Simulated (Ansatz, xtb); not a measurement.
Relative energy of two structures of CH3SeSi−

Structure X: a singlet given by its coordinates. Structure Y: `C=[SiH][Se-]`, a singlet. Both are isolated ions in the gas phase, relaxed with B3LYP-D3(BJ)/def2-SVPD.

X (Å):

```xyz
6

C     0.8222   -0.4316    2.8213
Se   -1.7282   -2.4989    2.5743
Si    0.4452   -2.2610    2.2044
H     0.8198   -0.4297    3.9271
H     1.8120   -0.0708    2.4864
H     0.0443    0.2796    2.4969
```

Close contacts (Å): C1–Si3 1.97, Se2–Si3 2.22, C1–H4 1.11, C1–H5 1.11, C1–H6 1.10.

Y (Å):

```xyz
6

C     1.0469   -0.8557    3.5050
Se   -1.6908   -2.3170    1.6932
Si   -0.1083   -0.9065    2.2113
H     1.1182   -1.6097    4.2930
H     1.7635   -0.0299    3.5645
H     0.0565    0.2766    1.2962
```

Quicker runs give these differences E(Y) − E(X): GFN2-xTB +6.3 kcal/mol; HF/STO-3G +25.3 kcal/mol (at GFN2-xTB geometries); r2SCAN-D4/def2-SVPD +3.3 kcal/mol (at GFN2-xTB geometries).

Question: Estimate E(Y) − E(X) at the level CCSD(T)/def2-SVPD + ΔMP2/def2-TZVPPD.

Answer: Calculated at CCSD(T)/def2-SVPD + ΔMP2/def2-TZVPPD: E(Y) − E(X) = +3.5 kcal/mol, so structure X lies lower.

How the difference moves with the method:

| level | geometry | E(Y) − E(X) (kcal/mol) | departure from the last row (kcal/mol) | job, with rough time for the two |
| --- | --- | --- | --- | --- |
| GFN2-xTB | GFN2-xTB | +6.3 | +2.9 | optimisation, 0.11 s |
| HF/STO-3G | GFN2-xTB | +25.3 | +21.8 | single point, 0.28 s |
| r2SCAN-D4/def2-SVPD | GFN2-xTB | +3.3 | −0.2 | single point, 3.8 s |
| B3LYP-D3(BJ)/def2-SVPD | B3LYP-D3(BJ)/def2-SVPD | +4.5 | +1.0 | optimisation, 40 s |
| HF/def2-SVPD | B3LYP-D3(BJ)/def2-SVPD | +4.9 | +1.4 | part of the CCSD(T) run |
| MP2/def2-SVPD | B3LYP-D3(BJ)/def2-SVPD | +3.1 | −0.3 | part of the CCSD(T) run |
| CCSD(T)/def2-SVPD | B3LYP-D3(BJ)/def2-SVPD | +5.6 | +2.1 | single point |
| CCSD(T)/def2-SVPD + ΔMP2/def2-TZVPPD | B3LYP-D3(BJ)/def2-SVPD | +3.5 |  | single point, 26 s |

The levels shown agree on the order. The largest departure from CCSD(T)/def2-SVPD + ΔMP2/def2-TZVPPD is that of HF/STO-3G, 21.8 kcal/mol. The last row adds to CCSD(T) the change of the MP2 difference between the two basis sets, here −2.1 kcal/mol.

With harmonic frequencies from B3LYP-D3(BJ)/def2-SVPD (ideal gas, rigid rotor, one conformer each, 298.15 K, 1 atm): on the last row, ΔE + ΔZPE = +1.8 kcal/mol. A mode under 50 cm⁻¹ makes harmonic enthalpies and free energies unreliable, so none is given.

The correlated steps freeze 15 core orbitals; the filled d shell of Se is correlated, in a basis made for valence electrons. Run with Ansatz 0.2.0, xtb 6.7.1; the last row on 2 threads of Arm Neoverse V1 on a shared host.
